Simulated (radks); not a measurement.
The numbers below are computed, except where a source is named.
The dysprosium ion Dy+ inside a hard spherical wall (all orbitals vanish at R), configuration held at [Xe] 4f10 6s1 and not refilled when levels cross. Level of theory: scalar-relativistic Kohn-Sham, PBEsol, spin-polarised, spherical densities, finite nucleus; open shells are filled with parallel spins first (spin-orbit coupling, left out, can overturn this in heavy ions); Fermi nuclear charge, rms radius 5.2218 fm (a radial shooting solver on a logarithmic mesh with Libxc functionals). Eigenvalues in eV for spin up, with the zero of energy where the potential of the charges vanishes at infinity; a dash marks a level that is unbound or too diffuse for the functional's potential to be trusted. A positive occupied level is held by the wall or, in an anion where self-interaction has pushed it up, behind a barrier. The pressure on the wall is -dE/dV.

R (bohr)	E (hartree)	kinetic (hartree)	e(5s)	e(5p)	e(4f)	e(6s)	e(5d, empty)	e(6p, empty)	pressure (GPa)
free	-12152.0518	13106.949	-56.166	-32.411	-10.769	-9.268	-7.273	-5.709	0
15	-12152.0518	13106.949	-56.166	-32.411	-10.769	-9.268	-7.273	-5.709	< 0.0001
12	-12152.0518	13106.949	-56.164	-32.409	-10.768	-9.267	-7.271	-5.698	0.000357
3	-12150.2551	13114.887	-45.744	-21.825	1.547	28.283	9.451	46.017	827
2.5	-12147.4012	13126.457	-35.676	-10.160	13.469	68.777	26.554	93.502	3550
2	-12138.0991	13160.308	-9.050	21.684	40.280	168.62	69.713	204.36	19400
1.5	-12100.5973	13283.317	84.704	131.29	108.88	459.50	203.33	513.16	156000
